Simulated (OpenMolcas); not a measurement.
## Pd3+: moving or changing the point charges

Pd3+ among 6 point charges of -1.7 e arranged as a trigonal prism (D3h), 1.94 Å from the ion, with a polar angle of 56.0° against the regular 49.1°.

| Quantity | Value |
| --- | --- |
| Program | OpenMolcas 26.06 |
| Method | CASSCF |
| Basis | ANO-RCC-VDZP [6s5p3d1f] |
| Scalar Hamiltonian | DKH2, point nucleus |
| Active space | 7 electrons in 5 orbitals (4d) |
| State averaging | 2S+1 = 4 even, 10 roots; 2S+1 = 2 even, 40 roots |
| Spin-orbit coupling | RASSI with atomic mean-field integrals over the reference wave functions |

Runs around this geometry, states (labels of D3, the rotations of D3h). Energies in cm-1 above the lowest state or level, χT in cm3 K/mol.

| R (Å) | q (e) | Polar angle / regular | Ground state | First state of that spin | First gap with spin-orbit (degeneracies) | χT at 300 K | First state of another spin |
| --- | --- | --- | --- | --- | --- | --- | --- |
| 1.94 | -0.85 | 1.14 | 4E | 4E 1922 | 254.0 (2, 2) | 4.483 | 2E 16885 |
| 1.94 | -1.7 | 1.14 | 4E | 4E 3728 | 530.2 (2, 2) | 3.887 | 2E 18033 |
| 2.14 | -1.7 | 1.14 | 4E | 4E 2509 | 334.3 (2, 2) | 4.300 | 2E 17092 |
| 1.94 | -1.7 | 1.23 | 4E | 4E 1100 | 32.4 (2, 2) | 4.191 | 2E 16476 |

Taking the first state of the same spin as R^-n, n = -ln(2509 / 3728) / ln(2.14 / 1.94) = 4.0 between the shortest and longest distance.

Scaling the charges by -0.85 / -1.7 = 0.50 scales the first state of the same spin by 1922 / 3728 = 0.52; with fixed orbitals a first-order splitting would follow the charge.

An orbital doublet at a regular site is open to a Jahn-Teller distortion, which this geometry leaves out. Without dynamic correlation the repulsion within the d shell is too large (B by tens of per cent), so at a given field states of lower spin stand too high. Point charges give a weaker field than real ligands, and real ions of this kind are as a rule low spin; the high spin found here belongs to the model. The ground term spreads over less than 5000 cm-1, several times less than with real ligands, so orbital moments are less quenched and χT lies further from the spin-only value than at real sites (holds for R = 1.94, q = -0.85, ratio = 1.14; R = 2.14, q = -1.7, ratio = 1.14). Point charges carry no covalency, so the field is a model and not that of real ligands. No measured value stands beside these numbers.
